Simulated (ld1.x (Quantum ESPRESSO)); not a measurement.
## Before and after: TM potential for Fe (Z = 26)

ld1.x (Quantum ESPRESSO) 7.5 input, shortened:

```
&input
   title='Fe', zed=26., rel=1, dft='PBESOL', iswitch=3,
   config='[Ar] 3d6 4s2 4p0'
 /
 &inputp
   pseudotype=2, tm=.true., lloc=0,
   nlcc=.false.
 /
3
3P  2  1   6.00   0.00  0.90  0.90  0.0
3D  3  2   6.00   0.00  1.80  1.80  0.0
4S  1  0   2.00   0.00  2.05  2.05  0.0
 &test
   configts(1)='3p6 3d6 4s2 4p0'
 /
```

All-electron outer shells of the reference configuration (PBEsol, scalar-relativistic, ld1.x):

```
shell  level (eV)  outermost node (bohr)  outermost maximum (bohr)
   2p     -697.99                      –                      0.18
   3s      -93.77                   0.33                      0.70
   3p      -59.92                   0.30                      0.72
   3d       -7.53                      –                      0.71
   4s       -5.31                   1.00                      2.41
   4p       -1.30                   1.10                      3.29
```

Change: all radii scaled by about 1.16 (s 2.38, p 1.04, d 2.10 bohr).

Cutoffs: the cutoffs (Ry, on a coarse ladder) from which the occupation-weighted sum of valence levels, in a spherical-Bessel basis at the reference potential, stays within 10 and 1 mRy of its value at 400 Ry; they do not see the model core or the augmentation charge, which bear on the density cutoff. Errors are all-electron minus pseudo energies relative to the spin-unpolarised reference configuration.

What does the change do?

The potential gets softer (140 Ry and 230 Ry → 100 Ry and 140 Ry); of the 7 tests that both files solve, the error grows in 0 and shrinks in 6 by more than 15 % and 0.3 meV (median size 150.9 → 85.5 meV); neither file shows a bound ghost at the reference potential, the only one tested. A larger radius leaves more room for a smooth pseudo-wave, so fewer plane waves are needed. That the errors move this way runs against the usual rule that smaller radii transfer better.

```csv
quantity,base,changed
"cutoff, loose",140 Ry,100 Ry
"cutoff, tight",230 Ry,140 Ry
loose cutoff by channel (10 mRy a level),"p 90 Ry, d 70 Ry, s 8 Ry","p 55 Ry, d 55 Ry, s 6 Ry"
bound ghosts,none,none
"error for 3p6 3d6 4s1 4p0, meV [ΔE 8.74 eV]",-3.7,-1.5
"error for 3p6 3d6 4s0 4p0, meV [ΔE 24.86 eV]",-23,-15
"error for 3p6 3d5 4s0 4p0, meV [ΔE 59.05 eV]",-151,-112
"error for 3p6 3d5 4s2 4p0, meV [ΔE 14.23 eV]",-124,-12
"error for 3p6 3d7 4s0 4p0, meV [ΔE 6.59 eV]",-194,-85
"error for 3p6 3d4 4s0 4p0, meV [ΔE 112.10 eV]",-385,+114
"error for 3p6 3d6 4s0 4p1, meV [ΔE 13.82 eV]",-1133,-1130
```

Base: These tests converged, but a pseudo level misses the all-electron one widely, so the file describes the atom poorly there or has found another state: 3p6 3d5 4s0 4p0: empty 4p by 2.9 eV; 3p6 3d4 4s0 4p0: empty 4p by 4.5 eV (a node warning on the way). Changed file: These tests converged, but a pseudo level misses the all-electron one widely, so the file describes the atom poorly there or has found another state: 3p6 3d5 4s0 4p0: empty 4p by 2.9 eV (a node warning on the way); 3p6 3d4 4s0 4p0: empty 4p by 4.5 eV.
